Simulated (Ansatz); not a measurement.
`c1ccc2c(c1)-c1ccc3ccccc3c1-2`. Charge 0, multiplicity 1. Geometry PBE-D4/def2-SVP.

```
atom    x (Å)    y (Å)    z (Å)
  C1  -3.2421  -1.7761  -2.1413
  C2  -2.6108  -0.8270  -2.9479
  C3  -1.4872  -0.0706  -2.4877
  C4  -1.0688  -0.3405  -1.1999
  C5  -1.7177  -1.3167  -0.3708
  C6  -2.8022  -2.0496  -0.8072
  C7  -0.7368  -1.0077   0.7416
  C8  -0.3138  -1.2812   2.0460
  C9   0.7911  -0.5441   2.5060
 C10   1.4542   0.4296   1.7049
 C11   2.5757   1.1644   2.1988
 C12   3.2152   2.1092   1.4138
 C13   2.7671   2.3742   0.0857
 C14   1.6863   1.6884  -0.4391
 C15   1.0038   0.7077   0.3443
 C16  -0.1003  -0.0473  -0.0789
 H17  -4.1040  -2.3315  -2.5420
 H18  -2.9883  -0.6538  -3.9674
 H19  -1.0034   0.6727  -3.1385
 H20  -3.3144  -2.8021  -0.1894
 H21  -0.8033  -2.0266   2.6898
 H22   1.1711  -0.7148   3.5256
 H23   2.9256   0.9651   3.2241
 H24   4.0778   2.6636   1.8139
 H25   3.2908   3.1281  -0.5217
 H26   1.3344   1.8867  -1.4628
```

The restricted singlet is unstable towards broken spin symmetry in Hartree–Fock (as tested in another run); at HF/6-31G this wasn't settled.

**Question.** Estimate the orbital energies around the gap (eV) in Ansatz with HF/6-31G, PBE-D4/def2-SVP, r2SCAN-D4/def2-TZVP, PBE0-D4/def2-SVP, PBE0-D4/def2-TZVP.

**Answer.** 
```json
{"orbital": "HOMO−13", "HF/6-31G": "-15.15", "PBE-D4/def2-SVP": "-9.87", "r2SCAN-D4/def2-TZVP": "-10.29", "PBE0-D4/def2-SVP": "-11.56", "PBE0-D4/def2-TZVP": "-11.53"}
{"orbital": "HOMO−12", "HF/6-31G": "-14.92", "PBE-D4/def2-SVP": "-9.45", "r2SCAN-D4/def2-TZVP": "-9.86", "PBE0-D4/def2-SVP": "-11.08", "PBE0-D4/def2-TZVP": "-11.06"}
{"orbital": "HOMO−11", "HF/6-31G": "-14.57", "PBE-D4/def2-SVP": "-9.19", "r2SCAN-D4/def2-TZVP": "-9.58", "PBE0-D4/def2-SVP": "-10.79", "PBE0-D4/def2-TZVP": "-10.78"}
{"orbital": "HOMO−10", "HF/6-31G": "-13.78", "PBE-D4/def2-SVP": "-9.16", "r2SCAN-D4/def2-TZVP": "-9.57", "PBE0-D4/def2-SVP": "-10.66", "PBE0-D4/def2-TZVP": "-10.67"}
{"orbital": "HOMO−9", "HF/6-31G": "-13.78", "PBE-D4/def2-SVP": "-8.61", "r2SCAN-D4/def2-TZVP": "-8.98", "PBE0-D4/def2-SVP": "-10.18", "PBE0-D4/def2-TZVP": "-10.16"}
{"orbital": "HOMO−8", "HF/6-31G": "-12.96", "PBE-D4/def2-SVP": "-8.11", "r2SCAN-D4/def2-TZVP": "-8.45", "PBE0-D4/def2-SVP": "-9.56", "PBE0-D4/def2-TZVP": "-9.51"}
{"orbital": "HOMO−7", "HF/6-31G": "-12.84", "PBE-D4/def2-SVP": "-8.04", "r2SCAN-D4/def2-TZVP": "-8.34", "PBE0-D4/def2-SVP": "-9.45", "PBE0-D4/def2-TZVP": "-9.46"}
{"orbital": "HOMO−6", "HF/6-31G": "-12.65", "PBE-D4/def2-SVP": "-7.84", "r2SCAN-D4/def2-TZVP": "-8.13", "PBE0-D4/def2-SVP": "-9.34", "PBE0-D4/def2-TZVP": "-9.29"}
{"orbital": "HOMO−5", "HF/6-31G": "-12.15", "PBE-D4/def2-SVP": "-7.77", "r2SCAN-D4/def2-TZVP": "-8.07", "PBE0-D4/def2-SVP": "-9.30", "PBE0-D4/def2-TZVP": "-9.25"}
{"orbital": "HOMO−4", "HF/6-31G": "-10.87", "PBE-D4/def2-SVP": "-7.38", "r2SCAN-D4/def2-TZVP": "-7.67", "PBE0-D4/def2-SVP": "-8.59", "PBE0-D4/def2-TZVP": "-8.59"}
{"orbital": "HOMO−3", "HF/6-31G": "-9.66", "PBE-D4/def2-SVP": "-6.71", "r2SCAN-D4/def2-TZVP": "-6.95", "PBE0-D4/def2-SVP": "-7.76", "PBE0-D4/def2-TZVP": "-7.76"}
{"orbital": "HOMO−2", "HF/6-31G": "-9.23", "PBE-D4/def2-SVP": "-6.36", "r2SCAN-D4/def2-TZVP": "-6.60", "PBE0-D4/def2-SVP": "-7.40", "PBE0-D4/def2-TZVP": "-7.40"}
{"orbital": "HOMO−1", "HF/6-31G": "-8.50", "PBE-D4/def2-SVP": "-6.00", "r2SCAN-D4/def2-TZVP": "-6.21", "PBE0-D4/def2-SVP": "-6.95", "PBE0-D4/def2-TZVP": "-6.95"}
{"orbital": "HOMO", "HF/6-31G": "-6.69", "PBE-D4/def2-SVP": "-4.71", "r2SCAN-D4/def2-TZVP": "-4.83", "PBE0-D4/def2-SVP": "-5.50", "PBE0-D4/def2-TZVP": "-5.50"}
{"orbital": "LUMO", "HF/6-31G": "1.62", "PBE-D4/def2-SVP": "-2.66", "r2SCAN-D4/def2-TZVP": "-2.65", "PBE0-D4/def2-SVP": "-1.93", "PBE0-D4/def2-TZVP": "-1.97"}
{"orbital": "LUMO+1", "HF/6-31G": "2.69", "PBE-D4/def2-SVP": "-1.78", "r2SCAN-D4/def2-TZVP": "-1.75", "PBE0-D4/def2-SVP": "-1.03", "PBE0-D4/def2-TZVP": "-1.12"}
{"orbital": "LUMO+2", "HF/6-31G": "3.75", "PBE-D4/def2-SVP": "-1.21", "r2SCAN-D4/def2-TZVP": "-1.15", "PBE0-D4/def2-SVP": "-0.32", "PBE0-D4/def2-TZVP": "-0.42"}
{"orbital": "LUMO+3", "HF/6-31G": "4.79", "PBE-D4/def2-SVP": "-0.42", "r2SCAN-D4/def2-TZVP": "-0.31", "PBE0-D4/def2-SVP": "0.54", "PBE0-D4/def2-TZVP": "0.44"}
{"orbital": "LUMO+4", "HF/6-31G": "5.79", "PBE-D4/def2-SVP": "0.20", "r2SCAN-D4/def2-TZVP": "0.30", "PBE0-D4/def2-SVP": "1.26", "PBE0-D4/def2-TZVP": "1.09"}
{"orbital": "LUMO+5", "HF/6-31G": "6.17", "PBE-D4/def2-SVP": "0.95", "r2SCAN-D4/def2-TZVP": "1.31", "PBE0-D4/def2-SVP": "1.81", "PBE0-D4/def2-TZVP": "1.38"}
```
